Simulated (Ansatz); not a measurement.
`CB(F)O[SiH3]` + `O[SiH3]` → `CB(O[SiH3])O[SiH3]` + H–F  (ligand exchange at a B–F bond)

Gas-phase electronic energies from Ansatz, PBE0-D4/def2-TZVP geometries. CCSD(T)/CBS adds triple-zeta CCSD(T) − MP2 to the extrapolated MP2 energy (def2 sets, frozen cores). This one scheme is used for every species. Functionals use def2-TZVPP. Each species was taken in one conformer, which may not be the lowest.

```csv
species,PBE energy (Eh)
`CB(F)O[SiH3]`,-530.96310
`O[SiH3]`,-366.95617
`CB(O[SiH3])O[SiH3]`,-797.51274
H–F,-100.39340
```

(1) Work out ΔE.

Largest T1 diagnostic among the species: 0.012.

## Answers

(1) ΔE = (-797.51274) + (-100.39340) − (-530.96310) − (-366.95617) = 0.01313 Eh = +0.36 eV. CCSD(T)/CBS gives +0.21 eV.

In def2-TZVPP, CCSD(T) changes the Hartree–Fock value by −0.14 eV (the triples alone add −0.02 eV) and MP2 by −0.16 eV. The D4 term adds −0.16 eV with B3LYP and −0.09 eV with PBE0; it sums over pairs of atoms, weighted by their polarisabilities, and B3LYP, whose exchange is more repulsive, gets the larger term. From PBE to PBE0 (25 % exact exchange), in def2-TZVPP and without D4, ΔE moves by −0.03 eV.

B3LYP here is the variant with VWN-RPA as its local correlation; programs differ in this.
